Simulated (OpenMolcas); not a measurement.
**Cl³⁺: effect of the IPEA shift**

```
Program             : OpenMolcas
Basis               : ANO-RCC [8s7p5d4f2g]
Scalar Hamiltonian  : DKH2, point nucleus
Active space        : 2 electrons in 9 orbitals (RAS2 3p; RAS3 3d 4s, at most 1 electron)
State averaging     : 2S+1 = 3 even, 3 roots; 2S+1 = 1 even, 6 roots; 2S+1 = 3 odd, 18 roots; 2S+1 = 1 odd, 18 roots
Spin-orbit coupling : RASSI with atomic mean-field integrals over the reference wave functions, term energies averaged over their components
```

Methods on the same reference wave functions:
A. RASSCF
B. MS-RASPT2, IPEA 0.25 Eh, imaginary shift 0.1 Eh (closed shells correlated: 2s 2p 3s)
C. MS-RASPT2, IPEA 0.5 Eh, imaginary shift 0.1 Eh (closed shells correlated: 2s 2p 3s)

Energies in cm⁻¹ above 3s² 3p² ³P₀, the measured ground level; measured values from Moore, Atomic Energy Levels, vol. I, NSRDS-NBS 35 (1971 reprint of NBS Circular 467, 1949).

| Level | A | B | C | Measured |
| --- | --- | --- | --- | --- |
| 3s² 3p² ³P₀ | 0.0 | 0.0 | 0.0 | 0.0 |
| 3s² 3p² ³P₁ | 447 | 450 | 450 | 491 |
| 3s² 3p² ³P₂ | 1253 | 1250 | 1250 | 1341 |
| 3s² 3p² ¹D₂ | 16889 | 13550 | 13340 | 13766 |
| 3s² 3p² ¹S₀ | 40705 | 37890 | 37470 | 32550 |
| 3s² 3p 3d ³F°₂ | 155006 | 154540 | 154280 |  |
| 3s² 3p 3d ³F°₃ | 155474 | 154960 | 154700 |  |
| 3s² 3p 3d ³F°₄ | 156079 | 155580 | 155320 |  |
| 3s² 3p 3d ¹D°₂ | 161417 | 141210 | 144390 |  |
| 3s² 3p 3d ³P°₂ | 177147 | 161190 | 164430 |  |
| 3s² 3p 3d ³P°₁ | 177551 | 161600 | 164840 |  |
| 3s² 3p 3d ³P°₀ | 177793 | 161860 | 165090 |  |
| 3s² 3p 3d ³D°₁ | 181122 | 164240 | 168220 |  |
| 3s² 3p 3d ³D°₂ | 181314 | 164440 | 168420 |  |
| 3s² 3p 3d ³D°₃ | 181489 | 164610 | 168590 |  |
| 3s² 3p 3d ¹P°₁ | 208265 | 188910 | 191060 |  |
| 3s² 3p 3d ¹F°₃ | 212990 | 201730 | 201450 |  |
| 3s² 3p 4s ³P°₀ | 214798 | 213380 | 213020 | 215026 |
| 3s² 3p 4s ³P°₁ | 215151 | 213710 | 213340 | 215389 |
| 3s² 3p 4s ³P°₂ | 216081 | 214670 | 214310 | 216468 |
| 3s² 3p 4s ¹P°₁ | 220271 | 217570 | 216970 | 219454 |

Deviations, from unrounded energies. A percentage is the sum of absolute deviations over the sum of measured energies, with the sign that they share, or ± where signs differ.

```
                        Against measurement  Levels      A      B      C
             mean absolute deviation (cm-1)       8   1600   1600   1800
      fine structure of the ground term (%)       2   -7.2   -7.2   -7.2
other terms of the ground configuration (%)       2  +24.4  ±12.0  ±11.5
                   other configurations (%)       4   ±0.2   -0.8   -1.0
```

A, B lie about equally close to measurement and C furthest from it. The largest miss of B in the table is 3s² 3p² ¹S₀, by +5300 cm-1. The ranking rests on the paired levels alone, and a cruder setting can come out closer through cancelling errors.

Between B and C the level of the table that moves most is 3s² 3p 3d ³D°₃, by 4000 cm-1 (lowest in B, highest in C). Moves below CASPT2's spread within the term are not significant.

The mean deviations of B to C differ by less than CASPT2's widest spread within a term (360 cm-1), so their order carries little weight.

From A to B the spin-free energies of the other terms of 3s² 3p² shown, above ³P, scale by factors of 0.79 to 0.93.

The lowest spin-free term lies below A's lowest term by 0.248 hartree in B, 0.242 hartree in C.

CASPT2 does not keep the components of a term degenerate, so their means are used; among the terms shown or strongly mixed into the levels shown the widest spread is 360 cm-1 (3s² 3p² ¹D, C). Over all roots computed the reference weight is 0.82 to 0.97 in B, 0.87 to 0.97 in C; the roots of lowest weight are the least certain, and an intruder state may touch them. ANO sets are built for valence states and can reach diffuse excited orbitals poorly, and with the s shell closed the s pⁿ⁺¹ terms that mix with these levels are absent. With the s shell closed, the reference lacks s² → p² mixing. Some terms miss by over 15 % even with CASPT2, which points to a basis or an active space too small for the shells correlated (holds for B; C). Computed and measured levels are paired by configuration, term and J; levels that our copy of the source lacks, or whose pairing is in doubt (as where it misses far off the trend of its configuration), stay unpaired and out of the deviations. Only configurations of the active space appear.

° marks odd parity.
